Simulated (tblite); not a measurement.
Species: C7H19BFPSi.
Atom-mapped SMILES: `[CH3:1][CH2:2][C@@H:3]([B:4]([F:5])[PH:6][SiH3:7])[C:8]([CH3:9])([CH3:10])[CH3:11]` (hydrogens: H12, H13, H14 on C1; H15, H16 on C2; H17 on C3; H18 on P6; H19, H20, H21 on Si7; H22, H23, H24 on C9; H25, H26, H27 on C10; H28, H29, H30 on C11)

Computed with GFN2-xTB (tblite), gas phase: L-BFGS steps from a force-field or distance-geometry start until the largest atomic force falls under 0.01 eV/Å.

Step 1: E = -951.1297 eV
```
atom  x, y, z in Å  |  force x, y, z in eV/Å
C1      1.0441   -2.2649   -0.9123   -0.012   0.003   0.073
C2     -0.1151   -1.3081   -1.1662    0.019   0.077  -0.048
C3     -0.2721   -0.2969   -0.0164   -0.140   0.007   0.075
B4      0.9986    0.6678    0.0300    0.084   0.022  -0.039
F5      1.3214    1.3668   -1.0573   -0.018  -0.013   0.021
P6      2.0639    0.9616    1.5433    0.039  -0.017   0.045
Si7     4.1098    0.4657    0.8022   -0.011   0.012   0.096
C8     -1.6066    0.5072   -0.0883   -0.054  -0.009  -0.035
C9     -1.8342    1.1104   -1.4772   -0.012   0.028   0.032
C10    -1.5453    1.6422    0.9435   -0.005  -0.030  -0.022
C11    -2.7934   -0.3973    0.2662    0.012  -0.001  -0.033
H12     1.1396   -2.9739   -1.7315    0.048   0.028  -0.017
H13     1.9784   -1.7141   -0.8023   -0.020  -0.028  -0.082
H14     0.8841   -2.8282    0.0048   -0.034  -0.014   0.030
H15    -1.0330   -1.8841   -1.2862   -0.001  -0.039   0.005
H16     0.0673   -0.7649   -2.0952    0.012  -0.040  -0.002
H17    -0.3277   -0.8713    0.9192    0.029  -0.009  -0.027
H18     1.7853   -0.1991    2.2369    0.001   0.031  -0.030
H19     4.9029    0.2116    2.0072   -0.033   0.016  -0.040
H20     4.5761    1.6379    0.0676    0.004   0.016  -0.009
H21     4.1749   -0.7147   -0.0653    0.012  -0.038  -0.031
H22    -0.9735    1.6940   -1.7944   -0.006  -0.065  -0.014
H23    -2.6916    1.7805   -1.4415   -0.028  -0.039  -0.041
H24    -2.0329    0.3350   -2.2165    0.023   0.099   0.066
H25    -2.5007    2.1619    1.0063    0.017  -0.035  -0.024
H26    -1.3058    1.2475    1.9303    0.029   0.033  -0.027
H27    -0.7823    2.3680    0.6644    0.010  -0.016   0.042
H28    -2.8838   -1.2288   -0.4297    0.017   0.024   0.031
H29    -3.7208    0.1720    0.2217    0.037  -0.010   0.028
H30    -2.6814   -0.7983    1.2718   -0.021   0.007  -0.022
```

Step 2: E = -951.1312 eV
```
atom  x, y, z in Å  |  force x, y, z in eV/Å
C1      1.0436   -2.2648   -0.9113   -0.001  -0.004   0.028
C2     -0.1147   -1.3072   -1.1664   -0.028   0.036  -0.015
C3     -0.2742   -0.2967   -0.0154   -0.054   0.027   0.017
B4      0.9998    0.6679    0.0297    0.040   0.000  -0.018
F5      1.3212    1.3668   -1.0572   -0.012  -0.008   0.011
P6      2.0645    0.9613    1.5440    0.028   0.001   0.029
Si7     4.1096    0.4659    0.8037   -0.009   0.003   0.034
C8     -1.6075    0.5069   -0.0888   -0.033   0.012  -0.004
C9     -1.8345    1.1108   -1.4768   -0.001   0.028   0.031
C10    -1.5453    1.6419    0.9432   -0.013  -0.028  -0.020
C11    -2.7931   -0.3972    0.2659   -0.009   0.000  -0.020
H12     1.1403   -2.9735   -1.7318    0.037   0.039   0.005
H13     1.9782   -1.7145   -0.8035   -0.014  -0.023  -0.067
H14     0.8836   -2.8284    0.0052   -0.034  -0.013   0.034
H15    -1.0331   -1.8847   -1.2861    0.024  -0.019   0.003
H16     0.0675   -0.7653   -2.0955    0.016  -0.027  -0.011
H17    -0.3272   -0.8715    0.9188    0.016  -0.020  -0.003
H18     1.7853   -0.1986    2.2364   -0.003   0.013  -0.019
H19     4.9024    0.2118    2.0066   -0.014   0.010  -0.011
H20     4.5761    1.6382    0.0674   -0.002   0.002   0.001
H21     4.1751   -0.7153   -0.0658    0.011  -0.014  -0.012
H22    -0.9736    1.6931   -1.7946    0.001  -0.050  -0.011
H23    -2.6919    1.7799   -1.4421   -0.038  -0.021  -0.035
H24    -2.0325    0.3365   -2.2155    0.013   0.064   0.037
H25    -2.5005    2.1614    1.0059    0.011  -0.029  -0.022
H26    -1.3054    1.2480    1.9299    0.027   0.024  -0.020
H27    -0.7823    2.3677    0.6651    0.014  -0.012   0.032
H28    -2.8836   -1.2286   -0.4293    0.014   0.010   0.017
H29    -3.7203    0.1718    0.2221    0.026  -0.005   0.023
H30    -2.6818   -0.7982    1.2714   -0.014   0.005  -0.014
```

Problem. Estimate the geometry and energy of step 3. (The exact step hangs on the optimiser's Hessian estimate; all steps are aligned on step 2, rigid shifts and turns removed.)

Solution. E = -951.1323 eV, largest force 0.048 eV/Å
```
atom  x, y, z in Å  |  force x, y, z in eV/Å
C1      1.0431   -2.2648   -0.9101   -0.014   0.001   0.005
C2     -0.1152   -1.3059   -1.1665   -0.020  -0.001   0.007
C3     -0.2768   -0.2957   -0.0146    0.039   0.014  -0.020
B4      1.0014    0.6677    0.0294   -0.008  -0.015   0.007
F5      1.3209    1.3668   -1.0572   -0.001  -0.003   0.001
P6      2.0657    0.9612    1.5452    0.003   0.022   0.002
Si7     4.1093    0.4661    0.8055   -0.001  -0.009  -0.038
C8     -1.6089    0.5070   -0.0892    0.001   0.019   0.021
C9     -1.8348    1.1119   -1.4756   -0.008   0.021   0.018
C10    -1.5455    1.6410    0.9424   -0.002  -0.002   0.000
C11    -2.7930   -0.3971    0.2653   -0.013  -0.003   0.004
H12     1.1418   -2.9721   -1.7318    0.017   0.031   0.013
H13     1.9778   -1.7153   -0.8060    0.001  -0.009  -0.038
H14     0.8823   -2.8289    0.0065   -0.024  -0.001   0.017
H15    -1.0324   -1.8856   -1.2861    0.020  -0.009  -0.001
H16     0.0681   -0.7661   -2.0963    0.013  -0.017  -0.009
H17    -0.3265   -0.8722    0.9186    0.000  -0.013   0.000
H18     1.7852   -0.1980    2.2356   -0.006  -0.010  -0.003
H19     4.9017    0.2123    2.0059    0.008   0.003   0.022
H20     4.5761    1.6384    0.0674   -0.009  -0.012   0.011
H21     4.1755   -0.7160   -0.0664    0.008   0.014   0.011
H22    -0.9735    1.6911   -1.7950    0.017  -0.018  -0.004
H23    -2.6932    1.7789   -1.4435   -0.041   0.004  -0.024
H24    -2.0319    0.3392   -2.2139    0.000   0.013  -0.001
H25    -2.5001    2.1603    1.0051   -0.006  -0.015  -0.017
H26    -1.3044    1.2489    1.9292    0.020   0.007  -0.007
H27    -0.7819    2.3671    0.6664    0.011  -0.013   0.015
H28    -2.8831   -1.2282   -0.4287    0.008  -0.010  -0.006
H29    -3.7193    0.1717    0.2230   -0.007   0.008   0.014
H30    -2.6824   -0.7979    1.2707   -0.006   0.001  -0.002
```

The energy changes by -0.0011 eV. The first-order estimate −F·Δx gives -0.0019 eV and the mean of the old and new forces, exact on a quadratic surface, -0.0012 eV. The step makes an angle of 12° with the force vector and moves no atom by more than 0.003 Å.

The cost below is that of the whole relaxation. On an AMD EPYC 9B45 with 2 threads, no GPU, shared host with 96 logical CPUs at a one-minute load of 10, this took 0.13 s wall, 0.26 s CPU.
